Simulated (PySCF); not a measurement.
Al(Cl)(Me)(NHMe) (C2H7AlClN), SMILES C[NH][Al]([CH3])[Cl].

Geometry: B3LYP-D3(BJ)/def2-SVP. The structure was generated by enumeration; whether it is a known compound was not checked. One conformer was computed; it need not be the lowest.

These are r2SCAN/def2-TZVP (PySCF) values and carry that method's errors.

Symmetry labels are those of the subgroup Cs that the program uses (full group Cs).

Computed valence orbital energies around the gap with their symmetry:
```
orbital  symmetry  energy (eV)
-------  --------  -----------
HOMO−7         A'       -10.18
HOMO−6         A"       -10.04
HOMO−5         A'        -9.65
HOMO−4         A'        -8.69
HOMO−3         A'        -8.06
HOMO−2         A"        -8.02
HOMO−1         A'        -7.41
HOMO           A"        -5.84
LUMO           A"        -0.38
LUMO+1         A'        -0.32
LUMO+2         A'         1.15
LUMO+3         A'         1.41
```
